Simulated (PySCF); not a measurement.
Compound: TiF2Cl2 (singlet state).
SMILES: `[F][Ti]([F])([Cl])[Cl]`

The closed-shell ground state was solved at several levels (PySCF, density fitting, gas phase, non-relativistic). Isolated species at its PBE0-D3(BJ)/def2-SVP geometry, gas phase.

```
                          level  basis functions  HOMO (eV)  LUMO (eV)  gap (eV)  dipole (D)
  PBE/pcSseg-1 (pcSseg-2 on Ti)              155      -8.48      -4.40      4.08        0.10
 PBE0/pcSseg-1 (pcSseg-2 on Ti)              155      -9.93      -3.63      6.30        0.06
B3LYP/pcSseg-1 (pcSseg-2 on Ti)              155      -9.63      -3.84      5.79        0.01
```

Problem. Estimate the row for wB97X-D/def2-SVPD, a basis of 134 functions; the other rows only guide the guess.

Solution. HOMO -11.79 eV, LUMO -2.08 eV, gap 9.71 eV, dipole 0.08 D.

Problem. Over all these levels, which gives the widest orbital gap and which the narrowest?

Solution. wB97X-D/def2-SVPD (range-separated hybrid) has the widest, 9.71 eV, and PBE/pcSseg-1 (pcSseg-2 on Ti) (GGA) the narrowest, 4.08 eV. Functional and basis both differ between the two, so the spread mixes both effects.

Problem. In the pcSseg-1 (pcSseg-2 on Ti) basis, how does the gap go with the fixed share of exact exchange?

Solution. PBE (0 %) 4.08 eV; B3LYP (20 %) 5.79 eV; PBE0 (25 %) 6.30 eV. Each rise in the share widens the gap here.

Problem. How far do the dipole and the HOMO energy spread over the levels?

Solution. The dipole runs from 0.01 to 0.10 D (mean 0.06 D) and the HOMO from -11.79 to -8.48 eV.
